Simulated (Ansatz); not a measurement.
Input file for Ansatz (an electronic-structure program): R-BLYP/def2-TZVPP on H4N2Sn (SMILES [NH2][Sn][NH2]), a point of a torsion scan. Elements past Kr take the def2 small-core potentials; no spin–orbit coupling.

Ansatz 0.2 input:
```yaml
crystal:
  periodic: [false, false, false]
  atoms:
    - {symbol: N, position_ang: [1.65941932, -0.02479489, -0.03068110]}
    - {symbol: Sn, position_ang: [0.05099223, -0.09801243, 1.25109749]}
    - {symbol: N, position_ang: [0.41539767, 1.74096660, 2.06002007]}
    - {symbol: H, position_ang: [2.04685317, 0.81885936, -0.42727329]}
    - {symbol: H, position_ang: [1.87719228, -0.77702787, -0.66977988]}
    - {symbol: H, position_ang: [1.16247759, 2.36641610, 1.79647605]}
    - {symbol: H, position_ang: [-0.13611228, 2.20326993, 2.76761462]}
basis:
  gaussian:
    orbitals: def2-TZVPP
hamiltonian:
  xc: {name: BLYP}
scf: {lower_state_search: off}
```

The head of its log:

```
WARN ansatz: RAYON_NUM_THREADS=1 ignored (pool sized by the plan → 1); use --threads N
Functional definition: BLYP
these checks for a lower state are left out or cut short: stability, starts, cluster_reference, orbital_swaps, neighbouring_geometries, increment
integrals: 0.07 GiB planned
934 factors; their error is unknown
mean field: 0.54 GiB planned
mean field evaluation 1: about -8851.7835 eV, gradient 1.1e2 eV
mean field evaluation 2: about -8697.8955 eV, gradient 2.2e2 eV
```

Question: Predict the final total energy.

Answer: -326.2148 hartree.
